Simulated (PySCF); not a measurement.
A PySCF script (with the pyscf-properties extension) for the NMR shieldings of `C#CC(=C)C[B@@H-]([NH3+])CC=C`, C$_{8}$H$_{14}$BN, on a GFN2-xTB geometry:

```python
import basis_set_exchange as bse
import numpy as np
from pyscf import gto, dft
from pyscf.prop import nmr

atoms = """
C     3.223104    1.693637   -1.225640
C     2.705766    0.856712   -0.537684
C     2.104985   -0.114750    0.300948
C     2.723142   -1.287074    0.507627
C     0.738642    0.196078    0.800782
B    -0.379223   -0.213651   -0.338687
N    -0.032542   -1.782702   -0.688000
C    -1.906357   -0.224871    0.251844
C    -2.427412    1.143761    0.522101
C    -3.427205    1.720085   -0.120809
H     3.665875    2.427937   -1.830000
H     3.690362   -1.502810    0.083588
H     2.324614   -2.024441    1.188311
H     0.660045    1.260325    1.015712
H     0.562580   -0.348887    1.730733
H    -0.254752    0.392612   -1.353692
H     0.990215   -1.868090   -0.611850
H    -0.477113   -2.385677   -0.002750
H    -0.346762   -2.030896   -1.618688
H    -2.583485   -0.721041   -0.450188
H    -1.938775   -0.788675    1.191227
H    -1.910112    1.687740    1.302433
H    -3.964578    1.211856   -0.905642
H    -3.752748    2.722583    0.102109
"""
names = dict.fromkeys(["C", "B", "N", "H"], "pcSseg-1")
basis = {el: gto.basis.parse(bse.get_basis(n, elements=[el], fmt="nwchem")) for el, n in names.items()}
mol = gto.M(atom=atoms, basis=basis, charge=0, verbose=0)
mf = dft.RKS(mol, xc="PBE0")
mf.grids.level = 2
mf.grids.alignment = dft.numint.BLKSIZE   # the property module wants whole blocks of grid points
mf.conv_tol = 1e-9
mf.kernel()

calc = nmr.RKS(mf)   # GIAO
C = mf.mo_coeff
Co = C[:, mf.mo_occ > 0]
resp = mf.gen_response(singlet=True, hermi=2)
def vind(x):   # induced exchange potential for any number of trial vectors
    d = np.einsum("pi,xij,qj->xpq", C, 2 * x.reshape(-1, C.shape[1], Co.shape[1]), Co, optimize=True)
    return np.einsum("xpq,pi,qj->xij", resp(d - d.transpose(0, 2, 1)), C, Co, optimize=True).ravel()
mo1, _ = nmr.rhf.solve_mo1(calc, with_cphf=vind)
sigma = calc.kernel(mo1)
for i, s in enumerate(sigma):   # ppm
    w = np.linalg.eigvalsh((s + s.T) / 2)
    print("%2d %-2s iso %8.1f  s11 %8.1f  s22 %8.1f  s33 %8.1f" % (i, mol.atom_pure_symbol(i), w.mean(), *w))
```

Q: What are the results?

A: 
```
 0 C  iso     97.4  s11     45.0  s22     47.1  s33    200.1
 1 C  iso     97.5  s11    -12.2  s22      2.1  s33    302.5
 2 C  iso     34.3  s11    -85.6  s22     28.7  s33    159.7
 3 C  iso     69.3  s11    -39.5  s22     97.7  s33    149.8
 4 C  iso    146.7  s11    121.1  s22    144.1  s33    174.9
 5 B  iso    118.8  s11    112.8  s22    119.6  s33    124.1
 6 N  iso    217.3  s11    208.2  s22    219.2  s33    224.6
 7 C  iso    149.9  s11    129.4  s22    149.8  s33    170.5
 8 C  iso     38.1  s11    -89.1  s22     41.1  s33    162.3
 9 C  iso     71.9  s11    -36.2  s22     98.0  s33    153.8
10 H  iso     29.0  s11     24.9  s22     25.2  s33     36.8
11 H  iso     26.2  s11     22.8  s22     24.9  s33     31.0
12 H  iso     26.9  s11     22.9  s22     25.7  s33     32.2
13 H  iso     29.3  s11     24.9  s22     29.7  s33     33.2
14 H  iso     30.7  s11     26.6  s22     30.4  s33     35.1
15 H  iso     29.9  s11     28.5  s22     29.3  s33     32.0
16 H  iso     26.5  s11     18.2  s22     22.1  s33     39.2
17 H  iso     30.2  s11     24.7  s22     27.1  s33     38.8
18 H  iso     29.1  s11     22.9  s22     24.7  s33     39.6
19 H  iso     30.1  s11     26.3  s22     30.1  s33     34.0
20 H  iso     30.9  s11     28.1  s22     30.3  s33     34.3
21 H  iso     25.4  s11     22.4  s22     23.7  s33     30.2
22 H  iso     26.6  s11     23.3  s22     25.6  s33     30.8
23 H  iso     26.8  s11     23.6  s22     25.5  s33     31.2
```

These numbers come from an equivalent density-fitted implementation of the same equations, which agrees with the script to about 0.01 ppm for H and up to a few tenths of a ppm for heavy atoms, so last digits may differ.

Size and cost of the density-fitted run: 240 basis functions, 110 s wall time on 1 thread of an Arm Neoverse N1, shared host; peak memory 1.1 GiB.
